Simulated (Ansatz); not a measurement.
Gas-phase electronic energies from Ansatz, PBE0-D4/def2-TZVP geometries. CCSD(T)/CBS adds triple-zeta CCSD(T) − MP2 to the extrapolated MP2 energy (def2 sets, frozen cores). Functionals use def2-TZVPP. B3LYP here is the variant with VWN-RPA as its local correlation; programs differ in this. Elements past krypton have def2 core potentials. For W outer-core shells are correlated without core-valence functions, which leaves a few kJ/mol of doubt a bond. Each species was taken in one conformer, which may not be the lowest.

`[OH][W]([OH])([OH])([OH])([Cl])[Cl]` + `FB1CN1` → `[OH][W]([OH])([OH])([F])([Cl])[Cl]` + `OB1CN1`  (redistribution)

| species | B3LYP energy (Eh) |
| --- | --- |
| `[OH][W]([OH])([OH])([OH])([Cl])[Cl]` | -1291.26586 |
| `FB1CN1` | -219.48282 |
| `[OH][W]([OH])([OH])([F])([Cl])[Cl]` | -1315.30419 |
| `OB1CN1` | -195.45169 |

Task: Work out ΔE.

Result: ΔE = (-1315.30419) + (-195.45169) − (-1291.26586) − (-219.48282) = -0.00720 Eh = -18.9 kJ/mol. CCSD(T)/CBS gives -3.5 kJ/mol.

Largest T1 diagnostic among the species: 0.022, so the coupled-cluster value is less sure than usual.

The D4 term adds +3.2 kJ/mol with B3LYP and +1.7 kJ/mol with PBE0; it sums over pairs of atoms, weighted by their polarisabilities, and B3LYP, whose exchange is more repulsive, gets the larger term. From BLYP to BHLYP (50 % exact exchange), in def2-TZVPP and without D4, ΔE moves by +3.4 kJ/mol. Leaving LDA and LC-ωPBE aside and taking each functional with its dispersion term where it has one, the values, not all of them listed here, spread over 8.9 kJ/mol, from r2SCAN-D4 to PBE-QIDH. LDA lies +3.2 kJ/mol from PBE without D4.
